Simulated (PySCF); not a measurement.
C7H6N3 (charge -1).
Bonds: C1–C2, C2–C3 (aromatic), C3–C4 (aromatic), C4–C5 (aromatic), C5–N6 (aromatic), N6–N7 (aromatic), N7–N8 (aromatic), N8–C9 (aromatic), C9–C10 (aromatic), C2–C10 (aromatic), C5–C9 (aromatic). Hydrogens: H11, H12, H13 on C1; H14 on C3; H15 on C4; H16 on C10.

Definitions: NICS(0) = −σiso at the ring centroid; NICS(1) = −σiso and NICS(1)zz = −σzz at ±1 Å along the ring normal z. Level: GIAO PBE0/pcSseg-1 (PySCF, non-relativistic, gas phase) on the GFN2-xTB geometry, one conformer.

Rings: 1. C2–C3–C4–C5–C9–C10; 2. C5–N6–N7–N8–C9.

```
set  NICS(0)  NICS(1), two faces  NICS(1)zz, two faces
  P    -13.3       -16.4 / -16.3         -41.7 / -41.7
  Q     -9.8       -11.5 / -11.6         -28.3 / -28.6
```

Task: Which set (ppm) belongs to which ring?

Result: P = 2, Q = 1.
- 1 (6-membered carbocycle; formal bonds all aromatic): mean NICS(1)zz -28.5 ppm, shielded. For a flat ring without four-coordinate atoms the NICS criterion counts such a value as aromatic, though in fused rings the probe also feels the neighbouring ring.
- 2 (5-membered ring with 3 N; formal bonds all aromatic): mean NICS(1)zz -41.7 ppm, shielded. For a flat ring without four-coordinate atoms the NICS criterion counts such a value as aromatic, though in fused rings the probe also feels the neighbouring ring.

Task: How do the rings differ in shape?

Result: 
```
ring                          bond lengths (Å)  rms pucker (Å)  HOMA  nearest outside atom to a NICS(1) probe (Å)
   1  1.409, 1.374, 1.393, 1.436, 1.394, 1.377            0.00  0.87                                hydrogen 2.65
   2         1.352, 1.314, 1.315, 1.352, 1.436            0.00  0.87                                  carbon 2.74
```

HOMA = 1 − mean of α(R − Ropt)² over the ring bonds, with Krygowski's 1993 parameters (CC: Ropt 1.388 Å, α 257.7 Å⁻²; CN: Ropt 1.334 Å, α 93.52 Å⁻²; NN: Ropt 1.309 Å, α 130.33 Å⁻²).
